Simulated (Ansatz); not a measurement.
Consider the atomization: `CC(C)[NH][In]([Cl])[Cl]` → 3 C• + 2 Cl• + 8 H• + In• + N•.

Gas-phase electronic energies from Ansatz, PBE0-D4/def2-TZVP geometries. CCSD(T)/CBS adds triple-zeta CCSD(T) − MP2 to the extrapolated MP2 energy (def2 sets, frozen cores). This one scheme is used for every species, atoms too. DFT in def2-TZVPP. No spin–orbit coupling; open shells (•) take unrestricted orbitals. Spin–orbit coupling would lower the free atoms: a little for C, Cl; strongly for In. def2 core potentials past Kr. For In outer-core shells are correlated without core-valence functions, so the limit isn't a true one: a few kJ/mol of doubt a bond, and 10 to 20 or more in all where bonds break to atoms. One conformer a species, not always the lowest.

| level | ΔE (eV) | difference from CCSD(T)/CBS |
| --- | --- | --- |
| LDA (SPW92) | 63.70 | 7.83 |
| PBE-D4 | 56.76 | 0.89 |
| r2SCAN-D4 | 55.81 | -0.06 |
| PBE0-D4 | 55.97 | 0.10 |
| r2SCAN0-D4 | 55.11 | -0.76 |
| CAM-B3LYP-D4 | 55.75 | -0.12 |
| B2PLYP | 54.90 | -0.97 |
| CCSD/def2-SVP | 52.26 | -3.61 |
| HF/def2-TZVPP | 40.55 | -15.32 |
| MP2/def2-TZVPP | 55.18 | -0.69 |
| CCSD(T)/CBS | 55.87 | 0 |

Largest T1 diagnostic among the species: 0.015.

In def2-TZVPP, CCSD(T) changes the Hartree–Fock value by +13.79 eV (the triples alone add +0.89 eV) and MP2 by +14.63 eV; breaking electron pairs costs correlation energy, which Hartree–Fock lacks. From PBE to PBE0 (25 % exact exchange), in def2-TZVPP and without D4, ΔE moves by −0.73 eV: exact exchange takes away binding that semilocal exchange gives to molecules.

For atomizations the MP2-based limit and the directly extrapolated one differ by several kJ/mol either way, and by 10 to 25 for some Ge, Se and Sn compounds, so smaller differences from it don't rank the levels.
